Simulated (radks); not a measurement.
Question: Method: non-relativistic Kohn-Sham, PBE, spin-unpolarised, spherical densities, point nucleus; computed with a radial shooting solver on a logarithmic mesh with Libxc functionals. Each species is in its NIST ground configuration. Rank Zr3+, Ru3+, Sb3+, Ag3+, Tc3+, Te3+, Sn3+, Pd3+, In3+, Nb3+, Sr3+, Rh3+, Xe3+, I3+, Mo3+, Cd3+, Rb3+ by radius at which the density is 0.001 e/bohr^3 (bohr), largest first.

Answer: I3+ 3.70, Xe3+ 3.68, Te3+ 3.66, Sb3+ 3.52, Sn3+ 3.38, Nb3+ 3.29, Mo3+ 3.28, Tc3+ 3.25, Zr3+ 3.24, Rb3+ 3.23, Ru3+ 3.21, Sr3+ 3.17, Rh3+ 3.16, Pd3+ 3.11, Ag3+ 3.06, Cd3+ 3.01, In3+ 2.96.
